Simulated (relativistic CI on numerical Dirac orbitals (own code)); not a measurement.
Ho³⁺: what numerical and physical settings do to a radial Dirac CI calculation

Reference input:

```
atom Ho  Z=67  charge=3  electrons=64
nucleus A=165  rms_radius_fm=5.2022
hamiltonian dirac-coulomb  breit=on  qed=on  c_scale=1
orbitals kli  potential=per-configuration
slater_scale 1
correlation none
mixing on
grid step=0.0125 r_max=50.3
scf mixing=0.4 start=green max_iterations=150 tolerance=2e-08 node_fill=0.05
configurations
  [Xe] 4f10
end
```

Computed lowest total energy -12599.92447 Ha, first excitation 4992.5 cm⁻¹, 14 SCF steps. Runs with settings changed; * marks those that are bad on purpose:

```csv
Changed,Outcome,Lowest level,ΔE (Ha),First excitation (cm⁻¹),SCF steps,Message
SCF tolerance 1e-05,converged,4f¹⁰ ⁵I8,-1.5e-06,4992.5,10,
"end of the grid at 25.15 bohr, Breit term off",converged,4f¹⁰ ⁵I8,-12.1,5210.2,14,
"grid step 0.04, start potential thomas-fermi, iteration limit 20",converged,4f¹⁰ ⁵I8,0.000675,4992.5,17,
"grid step 0.03, iteration limit 20, start potential previous",converged,4f¹⁰ ⁵I8,0.000427,4992.5,17,
SCF tolerance 0.01 *,converged,4f¹⁰ ⁵I8,-0.000569,4967.3,7,
SCF mixing 1.8 *,converged,4f¹⁰ ⁵I8,-4.91e-11,4992.5,25,
```

With so few configurations and no correlation, terms lie too far apart (by 10 to 50 % near neutrality), their order can be wrong, and levels of other configurations are missing.
